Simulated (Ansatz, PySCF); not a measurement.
From computed data to an observable: transport gap, exciton binding and injection barriers

C3H4ClNSi, SMILES Cl[Si@@H]1C=CN=C1.

The structure is a stationary point at r2SCAN-D4/def2-SVP. The structure was generated by enumeration; whether it is a known compound was not checked.

Gas-phase, vertical values: ionisation energy 9.13 eV and electron affinity 0.87 eV from ΔSCF with PBE/def2-TZVPD (Ansatz, an electronic-structure program); S1 2.81 eV and T1 2.31 eV from TDA-PBE/def2-SVPD (PySCF). Assume, for the exercise, a film of permittivity 3.0, a cavity radius of 6.0 Å and electrodes of work function 5.0 eV (anode) and 3.6 eV (cathode), with aligned vacuum levels.

### Question
Work out the fundamental gap and exciton binding energy in the gas phase, the levels in the film by Born's model, the injection barriers and the thermal weight of S1 against T1 at 298 K.

### Answer

Fundamental gap IE − EA = 8.26 eV; exciton binding = gap − S1 = 5.45 eV.
Born polarisation P = (14.3996 eV Å / 2r)(1 − 1/ε) = 0.80 eV. Film: IE = 8.33 eV, EA = 1.67 eV, transport gap 6.66 eV; with S1 unchanged the binding falls to 3.85 eV.
Hole barrier IE − Φ(anode) = 3.33 eV; electron barrier Φ(cathode) − EA = 1.93 eV (a negative value means no barrier, and the level would pin).
ΔE(ST) = S1 − T1 = 0.50 eV, and the triplet has three sublevels, so the ratio S1/T1 is (1/3) exp(−ΔE/kT) = 1.2e-9 with kT = 0.02569 eV: too wide a gap for thermal return to the singlet. All inputs carry the errors of their functional, and relaxed states would shift them.
